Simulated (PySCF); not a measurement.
Computed shifts of a molecule C3H3F3, PySCF with PBE/pcSseg-1, GIAO, gas phase, atoms alike by connectivity averaged where their shifts nearly agree, in ppm (number of nuclei): ¹⁹F: -269.9 (1), -284.2 (2). ¹³C: 80.2 (3). ¹H: 4.91 (1), 4.67 (2). References: ¹⁹F against CFCl3 (σ = 133.6 ppm); ¹³C against TMS (σ = 182.0 ppm); ¹H against TMS (σ = 31.49 ppm), references at their B3LYP-D3(BJ)/def2-TZVP geometries, non-relativistic. Geometry optimised at PBE0-D3(BJ)/def2-SVP. Other conformers were not sampled.

### Question
Which structure fits?
A) C=C(F)C(F)F
B) CC(F)=C(F)F
C) F[C@H]1[C@H](F)[C@H]1F
D) C=CC(F)(F)F

### Answer
C, F[C@H]1[C@H](F)[C@H]1F
